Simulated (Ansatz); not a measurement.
The cluster Ga5F. Charge 0, multiplicity 1. Geometry PBE-D4/def2-SVP; atoms count from 1.

```tsv
atom	x (Å)	y (Å)	z (Å)
Ga1	1.412	-0.120	0.411
Ga2	0.839	1.871	-0.976
Ga3	-0.010	-0.673	-1.885
Ga4	-0.767	1.322	1.290
Ga5	-1.687	-0.864	0.140
F6	0.212	-1.537	1.020
```

The restricted singlet is unstable towards broken spin symmetry in Hartree–Fock (as tested in another run); at PBE0-D4/def2-TZVP this wasn't settled. The structure comes from a short search, and lower isomers may exist.

(1) Estimate the Mulliken populations from the PBE0/def2-TZVP orbitals of Ansatz.

(2) And the Mayer bond orders between bonded heavy atoms (over 0.3)?

Answers

(1) 
```tsv
atom	charge (e)
Ga1	0.23
Ga2	-0.02
Ga3	0.01
Ga4	0.01
Ga5	0.18
F6	-0.41
```
Mulliken values and Mayer orders depend strongly on the basis.

(2) Ga1–Ga2 0.80 (2.49 Å); Ga1–Ga3 0.45 (2.76 Å); Ga1–Ga4 0.45 (2.76 Å); Ga1–F6 0.51 (1.95 Å); Ga2–Ga3 0.50 (2.83 Å); Ga2–Ga4 0.50 (2.83 Å); Ga3–Ga5 0.60 (2.64 Å); Ga4–Ga5 0.60 (2.64 Å). Values over 0.3 also appear between atoms too far apart for a bond (Ga3–Ga4 0.42 at 3.82 Å); they arise where an orbital or an unpaired electron spreads over both atoms.
